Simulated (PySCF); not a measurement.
## Polarisability and C₆ of Cr⁺ (chromium, charge +1)

[Ar] 3d5, high-spin 6S determinant. Computed with PySCF 2.14 in aug-cc-pwCVTZ-DK (10s9p7d4f3g, 127 functions), with scalar relativity by spin-free X2C-1e. Coupled (time-dependent) response in atomic units; α is the mean over directions.

| method | mean α (bohr³) | C₆ (like pair) | S(−4) |
| --- | --- | --- | --- |
| PBE0 | 12.36 | 45.89 | 189.9 |

S(−4) is the Cauchy moment in α(ω) = α(0) + S(−4) ω² + …

α(iu) at PBE0:

```csv
u (hartree),α(iu) (bohr³)
0,12.36
0.0500,11.91
0.100,10.83
0.200,8.459
0.300,6.782
0.500,4.870
0.750,3.566
1.00,2.761
1.50,1.828
2.00,1.311
3.00,0.7715
5.00,0.3612
```

For an ion, C₆ is the dispersion term alone; charge-induced terms of lower order in 1/R come first.
